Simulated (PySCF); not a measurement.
## Dipole response of B⁻ (boron, charge -1)

[He] 2s2 2p2, high-spin 3P determinant. Computed with PySCF 2.14 in aug-cc-pVDZ-DK, with the spin-free X2C one-electron Hamiltonian (Gaussian nucleus). Coupled (time-dependent) response in atomic units; α is the mean over directions. A double-zeta set is small for polarisabilities.

| method | mean α (bohr³) | α xx, yy, zz | C₆ (like pair) | S(−4) |
| --- | --- | --- | --- | --- |
| UHF | 87.32 | 39.03, 111.5, 111.5 | 786.8 | 8838 |

S(−4) is the Cauchy moment in α(ω) = α(0) + S(−4) ω² + …

α(iu) at UHF:

```csv
u (hartree),α(iu) (bohr³)
0,87.32
0.0500,71.40
0.100,51.74
0.200,31.48
0.300,21.08
0.500,10.77
0.750,5.617
1.00,3.388
1.50,1.599
2.00,0.9240
3.00,0.4219
5.00,0.1566
```

A single London oscillator, α(iu) = α/(1 + u²/ω²), gives C₆ = (3/4) ω α². Matching the computed C₆ needs ω = 4 × 786.8 / (3 × 87.32²) = 0.138 hartree.

For an ion, C₆ is the dispersion term alone; charge-induced terms of lower order in 1/R come first.

The components differ because the open shell of this determinant is not spherical; for a pure term their mean is the scalar polarisability.
